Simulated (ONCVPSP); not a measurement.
## krypton (Kr), ONCV: configuration errors across variants

Kr, optimised norm-conserving Vanderbilt (ONCV), made with ONCVPSP 4.0.1 (PBE, scalar-relativistic). Core [Ne], reference 3s2 3p6 3d10 4s2 4p6. Waves: 3s+4s: rc 1.00 bohr, ncon 5, nbas 8, qcut 10.9 1/bohr, 2 projectors; 3p+4p: rc 0.90 bohr, ncon 4, nbas 7, qcut 15.7 1/bohr, 2 projectors; 3d: rc 0.80 bohr, ncon 4, nbas 9, qcut 22.8 1/bohr, 3 projectors, debl 1.4 Ha. Local part: polynomial inside 0.50 bohr (lpopt 5, dvloc0 -1 Ha). Core correction: Teter function, fcfact 2.75, rcfact 1.35.

In the d channel the program set the typed energies aside and used -2.991, 0.250, 1.650 Ha.

All-electron excitation energies from the reference (eV): (1) 3s2 3p6 3d10 4s2 4p5 14.289; (2) 3s2 3p6 3d10 4s2 4p4 39.464; (3) 3s2 3p6 3d10 4s2 4p3 76.539; (4) 3s1 3p6 3d10 4s2 4p6 276.716.

2 further variants failed, have other tests or another functional or relativity, and are left out.

Errors AE − PS in meV (a dash: test not solved or not reliable):

| change | (1) | (2) | (3) | (4) | bound ghosts | GHOST(+) flags above zero |
| --- | --- | --- | --- | --- | --- | --- |
| base | -0.8 | -2.9 | -6.0 | -495 | none | s |
| core correction polynomial model core, fcfact 0.7 | -0.8 | -2.9 | -6.0 | -506 | none | s |
| s: qcut 13.5; p: qcut 19.5; d: qcut 28.3 | -0.8 | -2.9 | -6.1 | -365 | none | s |
| d: nbas 7 | -0.9 | -2.9 | -6.0 | -495 | none | s |
| all radii but the core radius scaled by about 1.16 (s 1.16, p 1.04, d 0.92 bohr); local potential polynomial inside 0.58 bohr (lpopt 5, dvloc0 -1 Ha) | -1.3 | -4.1 | -8.2 | -754 | none | none |
| local potential polynomial inside 0.75 bohr (lpopt 5, dvloc0 4 Ha) | +2.7 | +5.4 | +7.8 | -501 | none | s |

Give the same row for: d: rc 1.16.

-0.9, -2.7, -5.3, -414; bound ghosts: none; GHOST(+) flags above zero: s.
